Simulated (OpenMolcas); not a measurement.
Mg: CASPT2 settings compared

```json
{
 "Program": "OpenMolcas",
 "Basis": "ANO-RCC-VDZP [4s3p1d]",
 "Scalar Hamiltonian": "X2C, point nucleus",
 "Active space": "2 electrons in 4 orbitals (3s 3p)",
 "State averaging": "2S+1 = 3 even, 3 roots (0 in the spin-orbit step); 2S+1 = 1 even, 1 root; 2S+1 = 3 odd, 3 roots",
 "Spin-orbit coupling": "RASSI with atomic mean-field integrals over the reference wave functions, term energies averaged over their components"
}
```

Methods on the same reference wave functions:
A. CASSCF
B. SS-CASPT2, IPEA 0.75 Eh, real shift 0.1 Eh (closed shells correlated: 2s 2p)
C. SS-CASPT2, IPEA 0.75 Eh, real shift 0.3 Eh (closed shells correlated: 1s 2s 2p)
D. SS-CASPT2, IPEA 0.35 Eh, sigma2 regulariser 0.25 Eh (closed shells correlated: 2s 2p)

Energies in cm⁻¹ above 3s² ¹S₀, the measured ground level; measured values from NIST Handbook of Basic Atomic Spectroscopic Data.

```json
{"Level": "3s² ¹S₀", "A": "0.0", "B": "0.0", "C": "0.0", "D": "0.0", "Measured": "0.0"}
{"Level": "3s 3p ³P°₀", "A": "21248", "B": "21710", "C": "21704", "D": "21703", "Measured": "21850"}
{"Level": "3s 3p ³P°₁", "A": "21265", "B": "21727", "C": "21721", "D": "21720", "Measured": "21870"}
{"Level": "3s 3p ³P°₂", "A": "21300", "B": "21762", "C": "21756", "D": "21755", "Measured": "21911"}
```

Deviations, from unrounded energies. A percentage is the sum of absolute deviations over the sum of measured energies, with the sign that they share, or ± where signs differ.

```tsv
Against measurement	Levels	A	B	C	D
mean absolute deviation (cm-1)	3	610	140	150	150
other configurations (%)	3	-2.8	-0.7	-0.7	-0.7
```

B, C, D lie about equally close to measurement and A furthest from it. The largest miss of B in the table is 3s 3p ³P°₂, by -150 cm-1. The ranking rests on the paired levels alone, and a cruder setting can come out closer through cancelling errors.

Among B to D the level of the table that moves most is 3s 3p ³P°₀, by 6.6 cm-1 (lowest in D, highest in B).

The lowest spin-free term lies below A's lowest term by 0.175 hartree in B, 0.178 hartree in C, 0.175 hartree in D.

Without dynamic correlation excited terms often stand tens of per cent too high (terms of higher spin than the ground term too low), and those without a measured partner can miss by more than the paired ones (holds for A). Measured partners are found by configuration, term and J. A level has none where our copy of the source lacks it or the pairing is in doubt (some pairs that miss far off the trend of their configuration count as doubtful), and it then counts in no deviation. Only configurations of the active space appear.

° marks odd parity.
